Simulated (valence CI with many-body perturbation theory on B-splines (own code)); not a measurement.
# Pm⁵⁴⁺: electric-dipole lines

Computed by valence CI with perturbative core correlation (CI+MBPT): five valence electrons over a frozen Dirac-Fock core [He], radial functions for each j: 9 s, 9 p, 8 d, 6 f, 3 g, 1 h, with the one-electron correlation potential Σ1, the two-electron term Σ2, the three-electron term Σ3, Breit, model QED; selected CI, second order for the rest (own B-spline code, finite nucleus).

The last digits are not significant, and no measured levels were compared; by estimate large intervals hold to a few tenths of a per cent, small ones and those within an open d or f shell to about a per cent. Among the levels kept, up to 1200 cm⁻¹ of a level comes from second order outside the variational space, and about a tenth of that is noise between levels of different J, which matters for small intervals.

Lines 51 to 100 of 260 in falling wavelength, among levels below 7131.9 eV, chosen from the strongest by gf and those to the six lowest levels. Wavelengths and rates use the calculated energies. Electric multipoles are in the length gauge, E1 and E2 with the static RPA response of the core. Weak lines are less certain than strong ones. Lines between different terms over intervals too small for the method are left out, as are lines whose strength nearly cancels. The highest levels of a list are the least certain.

Levels are named by their leading jj configuration (3d3/2^4 stands for four electrons in 3d with j = 3/2), which in mixed levels can hold well under half, so a name can repeat and another be missing. Letters in brackets count levels of one name in rising energy.

```
λ vac (Å)                               Upper                               Lower   A (s⁻¹)  S (a.u.) with core polarisation  S without
    48.71          (2s^2 2p1/2^2 3d3/2) J=3/2          (2s^2 2p1/2^2 3p1/2) J=1/2  1.78e+11                         4.06e-02   4.06e-02
    48.66      (2s^2 2p1/2 2p3/2 3d3/2) J=7/2      (2s^2 2p1/2 2p3/2 3p1/2) J=5/2  1.73e+11                         7.85e-02   7.85e-02
    48.60      (2s 2p1/2^2 2p3/2 3d3/2) J=7/2      (2s 2p1/2^2 2p3/2 3p1/2) J=5/2  1.43e+11                         6.47e-02   6.47e-02
    48.55  (2s 2p1/2^2 2p3/2 3p3/2) J=3/2 [b]     (2s 2p1/2^2 2p3/2 3s) J=3/2 [b]  1.29e+11                         2.92e-02   2.92e-02
    48.43  (2s 2p1/2^2 2p3/2 3d3/2) J=1/2 [a]  (2s 2p1/2^2 2p3/2 3p1/2) J=3/2 [a]  1.86e+11                         2.09e-02   2.09e-02
    48.24  (2s^2 2p1/2 2p3/2 3d3/2) J=3/2 [a]      (2s^2 2p1/2 2p3/2 3p1/2) J=1/2  1.07e+11                         2.38e-02   2.38e-02
    48.12  (2s 2p1/2^2 2p3/2 3p3/2) J=5/2 [a]     (2s 2p1/2^2 2p3/2 3s) J=3/2 [a]  7.95e+10                         2.62e-02   2.62e-02
    48.09  (2s^2 2p1/2 2p3/2 3p3/2) J=5/2 [a]     (2s^2 2p1/2 2p3/2 3s) J=3/2 [a]  2.76e+11                         9.10e-02   9.10e-02
    48.05  (2s^2 2p1/2 2p3/2 3p3/2) J=3/2 [b]     (2s^2 2p1/2 2p3/2 3s) J=3/2 [b]  1.03e+11                         2.26e-02   2.26e-02
    47.92  (2s 2p1/2^2 2p3/2 3p1/2) J=3/2 [b]  (2s^2 2p1/2 2p3/2 3p1/2) J=3/2 [b]  4.05e+10                         8.79e-03   8.80e-03
    47.88          (2s 2p1/2^2 2p3/2^2) J=5/2          (2s^2 2p1/2 2p3/2^2) J=3/2  2.14e+10                         6.96e-03   6.97e-03
    47.71          (2s^2 2p1/2^2 3p3/2) J=3/2             (2s^2 2p1/2^2 3s) J=1/2  2.84e+11                         6.10e-02   6.10e-02
    47.57      (2s 2p1/2^2 2p3/2 3p3/2) J=7/2         (2s 2p1/2^2 2p3/2 3s) J=5/2  1.67e+11                         7.10e-02   7.10e-02
    47.52  (2s^2 2p1/2 2p3/2 3p3/2) J=3/2 [a]     (2s^2 2p1/2 2p3/2 3s) J=3/2 [a]  5.81e+10                         1.23e-02   1.23e-02
    47.46  (2s^2 2p1/2 2p3/2 3d3/2) J=1/2 [a]      (2s^2 2p1/2 2p3/2 3p1/2) J=1/2  1.63e+11                         1.72e-02   1.72e-02
    47.41  (2s 2p1/2^2 2p3/2 3p3/2) J=1/2 [a]     (2s 2p1/2^2 2p3/2 3s) J=3/2 [a]  2.27e+11                         2.39e-02   2.39e-02
    47.36      (2s 2p1/2^2 2p3/2 3p1/2) J=1/2  (2s^2 2p1/2 2p3/2 3p1/2) J=3/2 [b]  1.20e+11                         1.26e-02   1.26e-02
    46.38  (2s^2 2p1/2 2p3/2 3p3/2) J=5/2 [b]     (2s^2 2p1/2 2p3/2 3s) J=3/2 [b]  1.57e+11                         4.65e-02   4.65e-02
    46.21  (2s 2p1/2^2 2p3/2 3p3/2) J=3/2 [a]         (2s 2p1/2^2 2p3/2 3s) J=5/2  5.27e+10                         1.03e-02   1.03e-02
    46.21  (2s^2 2p1/2 2p3/2 3d3/2) J=5/2 [b]      (2s^2 2p1/2 2p3/2 3p1/2) J=5/2  7.90e+10                         2.31e-02   2.31e-02
    46.07  (2s 2p1/2^2 2p3/2 3d3/2) J=5/2 [b]  (2s^2 2p1/2 2p3/2 3d3/2) J=3/2 [b]  2.66e+10                         7.70e-03   7.70e-03
    45.49  (2s^2 2p1/2 2p3/2 3p3/2) J=5/2 [b]         (2s^2 2p1/2 2p3/2 3s) J=5/2  1.72e+11                         4.80e-02   4.80e-02
    45.37  (2s^2 2p1/2 2p3/2 3p3/2) J=3/2 [b]         (2s^2 2p1/2 2p3/2 3s) J=1/2  7.99e+10                         1.47e-02   1.47e-02
    45.17  (2s 2p1/2^2 2p3/2 3p3/2) J=3/2 [b]  (2s^2 2p1/2 2p3/2 3p3/2) J=1/2 [b]  9.63e+10                         1.75e-02   1.75e-02
    44.19          (2s 2p1/2^2 2p3/2^2) J=1/2          (2s^2 2p1/2 2p3/2^2) J=1/2  4.53e+10                         3.86e-03   3.87e-03
    44.05  (2s^2 2p1/2 2p3/2 3p3/2) J=3/2 [b]     (2s^2 2p1/2 2p3/2 3s) J=3/2 [a]  4.89e+10                         8.25e-03   8.25e-03
    43.88  (2s 2p1/2^2 2p3/2 3p3/2) J=5/2 [a]         (2s 2p1/2^2 2p3/2 3s) J=5/2  1.60e+11                         4.02e-02   4.02e-02
    43.78  (2s 2p1/2^2 2p3/2 3d3/2) J=5/2 [b]      (2s^2 2p1/2 2p3/2 3d3/2) J=7/2  2.93e+10                         7.27e-03   7.28e-03
    43.48  (2s^2 2p1/2 2p3/2 3p3/2) J=1/2 [b]         (2s^2 2p1/2 2p3/2 3s) J=1/2  1.15e+11                         9.34e-03   9.35e-03
    43.23  (2s 2p1/2^2 2p3/2 3p3/2) J=5/2 [b]      (2s^2 2p1/2 2p3/2 3p3/2) J=7/2  2.90e+10                         6.94e-03   6.96e-03
    43.15                (2s^2 2p3/2^3) J=3/2          (2s 2p1/2^2 2p3/2^2) J=1/2  3.23e+08                         5.12e-05   5.13e-05
    42.96  (2s 2p1/2^2 2p3/2 3p1/2) J=3/2 [b]      (2s^2 2p1/2 2p3/2 3p1/2) J=5/2  6.47e+10                         1.01e-02   1.01e-02
    42.13     (2s 2p1/2^2 2p3/2 3s) J=3/2 [b]         (2s^2 2p1/2 2p3/2 3s) J=5/2  5.88e+10                         8.69e-03   8.70e-03
    42.10  (2s^2 2p1/2 2p3/2 3p3/2) J=1/2 [c]     (2s^2 2p1/2 2p3/2 3s) J=3/2 [b]  3.39e+11                         2.50e-02   2.50e-02
    39.83  (2s 2p1/2^2 2p3/2 3p3/2) J=5/2 [b]     (2s 2p1/2^2 2p3/2 3s) J=3/2 [a]  3.36e+10                         6.28e-03   6.28e-03
    38.73          (2s 2p1/2^2 2p3/2^2) J=3/2          (2s^2 2p1/2 2p3/2^2) J=5/2  5.01e+10                         5.74e-03   5.75e-03
    36.44          (2s 2p1/2^2 2p3/2^2) J=1/2          (2s^2 2p1/2 2p3/2^2) J=3/2  3.02e+08                         1.44e-05   1.44e-05
    36.28          (2s 2p1/2^2 2p3/2^2) J=3/2          (2s^2 2p1/2 2p3/2^2) J=3/2  1.77e+10                         1.67e-03   1.67e-03
    36.24             (2p1/2^2 2p3/2^3) J=3/2            (2s 2p1/2 2p3/2^3) J=5/2  1.19e+11                         1.11e-02   1.12e-02
    33.63                (2s^2 2p3/2^3) J=3/2          (2s 2p1/2^2 2p3/2^2) J=5/2  7.20e+08                         5.40e-05   5.41e-05
    15.74        (2s 2p1/2 2p3/2^3) J=3/2 [a]          (2s^2 2p1/2 2p3/2^2) J=1/2  1.42e+10                         1.09e-04   1.09e-04
    15.02          (2s 2p1/2^2 2p3/2^2) J=5/2          (2s^2 2p1/2^2 2p3/2) J=3/2  4.96e+11                         4.98e-03   4.98e-03
    15.01        (2s 2p1/2 2p3/2^3) J=3/2 [a]          (2s^2 2p1/2 2p3/2^2) J=5/2  5.98e+10                         3.99e-04   4.00e-04
    14.63        (2s 2p1/2 2p3/2^3) J=3/2 [a]          (2s^2 2p1/2 2p3/2^2) J=3/2  1.68e+12                         1.04e-02   1.04e-02
    14.41      (2s 2p1/2^2 2p3/2 3d5/2) J=3/2          (2s^2 2p1/2^2 3d3/2) J=3/2  1.01e+12                         5.98e-03   5.99e-03
    14.38            (2s 2p1/2 2p3/2^3) J=5/2          (2s^2 2p1/2 2p3/2^2) J=5/2  1.67e+12                         1.47e-02   1.47e-02
    14.33  (2s^2 2p1/2 2p3/2 3d3/2) J=1/2 [b]          (2s^2 2p1/2^2 3p1/2) J=1/2  9.24e+11                         2.68e-03   2.69e-03
    14.27  (2s^2 2p1/2 2p3/2 3p3/2) J=1/2 [b]             (2s^2 2p1/2^2 3s) J=1/2  1.18e+12                         3.39e-03   3.40e-03
    14.25            (2s 2p1/2 2p3/2^3) J=1/2          (2s^2 2p1/2 2p3/2^2) J=1/2  1.20e+12                         3.44e-03   3.45e-03
    14.24  (2s 2p1/2^2 2p3/2 3p3/2) J=5/2 [b]          (2s^2 2p1/2^2 3p3/2) J=3/2  2.06e+12                         1.76e-02   1.76e-02
```
